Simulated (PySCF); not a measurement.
CH₅InO₂S. Atoms are numbered in the order given.

```xyz
10

In    -0.0134    -0.5128     0.0000
O     -1.0025    -2.2436     0.0000
H     -0.4041    -2.9998     0.0000
O      1.9913    -0.4352     0.0000
H      2.4208    -1.2972     0.0000
S     -0.9665     1.6562     0.0000
C      0.5866     2.6359     0.0000
H      1.4799     1.9972     0.0000
H      0.5977     3.2713     0.8957
H      0.5977     3.2713    -0.8957
```

Geometry optimised at PBE0-D3(BJ)/def2-SVP. The structure was generated by enumeration; whether it is a known compound was not checked. The def2 effective core potentials stand for the cores of In; spin–orbit coupling is left out. Other conformers were not sampled.

Method: TDA-PBE/def2-SVPD run with PySCF.

Vertical excitations. Gas-phase values at a fixed geometry. State labels are in the subgroup Cs.

```json
[
 {"state": "S1", "symmetry": "A\"", "energy (eV)": "3.27", "λ (nm)": "380", "f": "0.005", "main pairs": "HOMO→LUMO 100 %"},
 {"state": "S2", "symmetry": "A\"", "energy (eV)": "4.26", "λ (nm)": "291", "f": "0.000", "main pairs": "HOMO−1→LUMO 100 %"},
 {"state": "S3", "symmetry": "A'", "energy (eV)": "4.62", "λ (nm)": "268", "f": "0.010", "main pairs": "HOMO−2→LUMO 48 %, HOMO→LUMO+1 46 %"},
 {"state": "S4", "symmetry": "A\"", "energy (eV)": "4.80", "λ (nm)": "258", "f": "0.038", "main pairs": "HOMO−3→LUMO 99 %"},
 {"state": "S5", "symmetry": "A'", "energy (eV)": "5.10", "λ (nm)": "243", "f": "0.053", "main pairs": "HOMO−4→LUMO 39 %, HOMO−2→LUMO 25 %, HOMO−1→LUMO+1 20 %, HOMO→LUMO+1 13 %"},
 {"state": "S6", "symmetry": "A\"", "energy (eV)": "5.38", "λ (nm)": "231", "f": "0.001", "main pairs": "HOMO→LUMO+2 96 %"},
 {"state": "S7", "symmetry": "A\"", "energy (eV)": "5.55", "λ (nm)": "223", "f": "0.009", "main pairs": "HOMO→LUMO+3 98 %"},
 {"state": "S8", "symmetry": "A'", "energy (eV)": "5.56", "λ (nm)": "223", "f": "0.255", "main pairs": "HOMO→LUMO+1 32 %, HOMO−4→LUMO 28 %, HOMO−2→LUMO 15 %, HOMO−1→LUMO+1 6 %"},
 {"state": "S9", "symmetry": "A\"", "energy (eV)": "5.91", "λ (nm)": "210", "f": "0.005", "main pairs": "HOMO−2→LUMO+1 96 %"},
 {"state": "S10", "symmetry": "A'", "energy (eV)": "6.18", "λ (nm)": "201", "f": "0.007", "main pairs": "HOMO−5→LUMO 62 %, HOMO−3→LUMO+1 37 %"},
 {"state": "T1", "symmetry": "A\"", "energy (eV)": "2.98", "λ (nm)": "416", "f": "0", "main pairs": "HOMO→LUMO 100 %"},
 {"state": "T2", "symmetry": "A\"", "energy (eV)": "3.95", "λ (nm)": "314", "f": "0", "main pairs": "HOMO−1→LUMO 99 %"},
 {"state": "T3", "symmetry": "A'", "energy (eV)": "4.04", "λ (nm)": "307", "f": "0", "main pairs": "HOMO−2→LUMO 97 %"},
 {"state": "T4", "symmetry": "A'", "energy (eV)": "4.32", "λ (nm)": "287", "f": "0", "main pairs": "HOMO−4→LUMO 74 %, HOMO→LUMO+1 25 %"}
]
```
Triplets are in the Tamm–Dancoff approximation.
